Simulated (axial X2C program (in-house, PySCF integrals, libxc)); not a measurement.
Worked dissociation energy of SBr⁻: HF, two-component

All values were computed with an in-house relativistic program for diatomic molecules. Two-component (2c) means X2C with spin–orbit coupling and atomic mean-field two-electron Coulomb and Gaunt terms. Basis: Br dyall-acv3z [9s10p7d5f1g], S dyall-av3z [9s8p3d2f] (cores contracted in-house); Gaussian nuclei, density fitting, unrestricted open shells. Masses: Br 78.918 u, S 31.972 u.

Molecular state: Ω = 0 (closed shell).

| Property | Result |
| --- | --- |
| E(Br-) (2M_J = 0) | -2603.686591 hartree |
| E(S) (2M_J = 2) | -398.537699 hartree |
| E(SBr⁻) at Re | -3002.230547 hartree |
| ωe | 369.8 cm⁻¹ |
| ωexe | 1.79 cm⁻¹ |

(1) Work out De and D0.

The state is a single determinant with fixed occupations, the lowest that a limited PBE0 search found. The closed shell is kept restricted, so the energy runs too high when the bond is stretched far. Dissociation energies refer to the lowest single-determinant-based atoms at the same level and basis. Hartree–Fock gets electron affinities wrong, so its lowest charge split need not be the true one.

Hartree–Fock lacks correlation and underbinds, often by eV.

Each atomic determinant is the lowest at this level and need not be a pure J level. Totals compare only within one Hamiltonian and basis.

Results:

(1) De = -2603.686591 + (-398.537699) − (-3002.230547) = 0.00626 hartree = 0.170 eV. The zero-point energy is ωe/2 − ωexe/4 = 184 cm⁻¹ = 0.023 eV, so D0 = 0.147 eV.
